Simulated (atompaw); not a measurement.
**Reading a pseudo-wave (K)**

Columns: radius, all-electron u(r) and pseudo u(r) of the 4p shell (level -0.79 eV) of potassium in the configuration [Ne] 3s2 3p6 4s1 4p0; PBEsol, scalar-relativistic, PAW (atompaw) scheme, atompaw 4.2.0.5.

| r (bohr) | all-electron | pseudo |
| --- | --- | --- |
| 0.086 | 0.0384 | -0.0007 |
| 0.172 | 0.0693 | -0.0029 |
| 0.258 | 0.0667 | -0.0065 |
| 0.345 | 0.0409 | -0.0114 |
| 0.431 | 0.0054 | -0.0173 |
| 0.517 | -0.0313 | -0.0241 |
| 0.603 | -0.0643 | -0.0313 |
| 0.689 | -0.0912 | -0.0388 |
| 0.775 | -0.1111 | -0.0461 |
| 0.862 | -0.1243 | -0.0529 |
| 0.948 | -0.1310 | -0.0586 |
| 1.034 | -0.1321 | -0.0630 |
| 1.120 | -0.1285 | -0.0657 |
| 1.206 | -0.1211 | -0.0664 |
| 1.292 | -0.1106 | -0.0648 |
| 1.378 | -0.0977 | -0.0610 |
| 1.465 | -0.0829 | -0.0547 |
| 1.551 | -0.0668 | -0.0462 |
| 1.637 | -0.0499 | -0.0356 |
| 1.723 | -0.0323 | -0.0231 |
| 1.809 | -0.0144 | -0.0090 |
| 1.895 | 0.0037 | 0.0064 |
| 1.982 | 0.0219 | 0.0230 |
| 2.068 | 0.0398 | 0.0400 |
| 2.154 | 0.0574 | 0.0574 |
| 2.240 | 0.0747 | 0.0747 |

How many radial nodes do the two functions have?

The all-electron 4p function has n − l − 1 = 2; the pseudo-wave has 1, since 1 lower shell of the same l stays in the valence.

Is the pseudo-wave norm-conserving?

No, it belongs to a PAW set: the norm inside the radius is not constrained, and the difference is carried by the augmentation charge.
